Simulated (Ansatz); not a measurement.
Job for Ansatz (a quantum-chemistry and plane-wave program): R-CCSD(T)/aug-cc-pVQZ on AsH3 (SMILES [AsH3]). The run froze 14 orbitals, filled d shells among them.

Ansatz 0.2 input:
```yaml
crystal:
  periodic: [false, false, false]
  atoms:
    - {symbol: As, position_ang: [-0.01652219, -0.20099965, -0.24595522]}
    - {symbol: H, position_ang: [-1.13293795, 0.52466262, 0.49771225]}
    - {symbol: H, position_ang: [1.05462639, 0.42673172, 0.63978478]}
    - {symbol: H, position_ang: [-0.13015301, -1.42010948, 0.66334398]}
basis:
  gaussian:
    orbitals: aug-cc-pVQZ
magnetization: {spin_polarized: false}
correlation: {method: ccsd_t, electrons: outside_noble_gas}
scf: {lower_state_search: off}
```

Output:

```
WARN ansatz: RAYON_NUM_THREADS=1 ignored (pool sized by the plan → 1); use --threads N
Functional definition: HF
these checks for a lower state are left out or cut short: stability, starts, cluster_reference, orbital_swaps, neighbouring_geometries, increment
integrals: 1.27 GiB planned
1369 factors; integrals over basis functions are off by at most 6.8e-4 eV
mean field: 0.72 GiB planned
mean field evaluation 1: about -60843.5273 eV, gradient 8.7e0 eV
mean field evaluation 2: about -60843.5317 eV, gradient 8.7e0 eV
mean field evaluation 4: about -60844.0305 eV, gradient 8.3e-1 eV
mean field evaluation 8: about -60844.0348 eV, gradient 7.3e-2 eV
mean field -60844.03479321 eV, -2235.9770370826 hartree, gradient 2.6e-6 eV, S^2 0.000000; 0 other end points of the search recorded, 0 dependent functions left out
14 core orbitals not correlated
reference -60844.03479321 eV, -2235.9770370826 hartree; 4, 4 occupied and 213, 213 virtual orbitals, 1369 factors
second order -4.62110763 eV of doubles, -0.00000000 eV of singles
coupled cluster: 1.32 GiB planned
cycle   1  -5.07566460 eV  change   -4.5e-1 eV  update   5.6e-2
cycle   2  -5.27367643 eV  change   -2.0e-1 eV  update   2.0e-2
cycle   3  -5.28563124 eV  change   -1.2e-2 eV  update   6.0e-3
cycle   4  -5.28371168 eV  change    1.9e-3 eV  update   2.1e-3
cycle   5  -5.28337825 eV  change    3.3e-4 eV  update   5.6e-4
cycle   6  -5.28326938 eV  change    1.1e-4 eV  update   1.7e-4
cycle   7  -5.28327533 eV  change   -5.9e-6 eV  update   5.5e-5
cycle   8  -5.28329360 eV  change   -1.8e-5 eV  update   1.7e-5
cycle   9  -5.28329056 eV  change    3.0e-6 eV  update   5.2e-6
perturbative correction -0.18349329 eV, -0.0067432542 hartree
Total energy: -60849.50157707 eV, -2236.1779376837 hartree
Checks for a lower state left out: stability, starts, cluster_reference, orbital_swaps, neighbouring_geometries, increment
```

Self-consistency was reached.

Cost: roughly 3 core-minutes.
